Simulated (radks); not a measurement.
Values are calculated unless marked as measured or tabulated.
Task: The table gives one normalised radial function P(r) = r R(r) (large component) of V in [Ar] 3d3 4s2 (r in bohr). Code: a radial shooting solver on a logarithmic mesh with Libxc functionals. Model: Dirac Kohn-Sham, PBE, spin-unpolarised, spherical densities, point nucleus; open shells fill j = l - 1/2 first.

r          P
0.003747  0.0000
0.004293  0.0000
0.004919  0.0000
0.005635  0.0000
0.006456  0.0000
0.007397  0.0000
0.008475  0.0000
0.009709  0.0001
0.01112   0.0001
0.01274   0.0001
0.0146    0.0002
0.01673   0.0003
0.01901   0.0005
0.02178   0.0007
0.02496   0.0010
0.02859   0.0015
0.03276   0.0022
0.03753   0.0032
0.04299   0.0046
0.04926   0.0066
0.05643   0.0094
0.06466   0.0134
0.07408   0.0189
0.08487   0.0265
0.09723   0.0367
0.1114    0.0505
0.1276    0.0686
0.1462    0.0921
0.1675    0.1220
0.1919    0.1594
0.2199    0.2050
0.2519    0.2593
0.2886    0.3221
0.3307    0.3923
0.3788    0.4680
0.434     0.5459
0.4972    0.6223
0.5697    0.6927
0.6527    0.7514
0.7478    0.7926
0.8567    0.8120
0.9815    0.8075
1.124     0.7798
1.288     0.7320
1.464     0.6724
1.678     0.5987
1.922     0.5195
2.202     0.4397
2.523     0.3629
2.89      0.2912
3.311     0.2259
3.794     0.1683
4.346     0.1195
4.979     0.0805
5.705     0.0512
6.536     0.0306
7.488     0.0169
8.579     0.0085
9.829     0.0038
11.26     0.0016

Which n and l does it have? It may be an empty orbital.

Result: n = 3, l = 2: the number of nodes gives n - l - 1 = 0, the rise at small r points to l (this Dirac orbital starts as r^gamma with gamma = sqrt((l + 1)^2 - (Z/c)^2) = 3.00; the j = 5/2 orbital of l + 1 starts with the same power, but with a smaller coefficient, and then steepens), and the extent must fit the shell. The curve is that of 3d5/2; the two j differ most near the nucleus, where j = l - 1/2 has the larger amplitude, and in heavy atoms j = l - 1/2 is also the more compact. 3d5/2 (empty): eigenvalue -5.116 eV, 0 radial nodes, <r> = 1.45 bohr, 90 % of the charge inside 2.59 bohr.
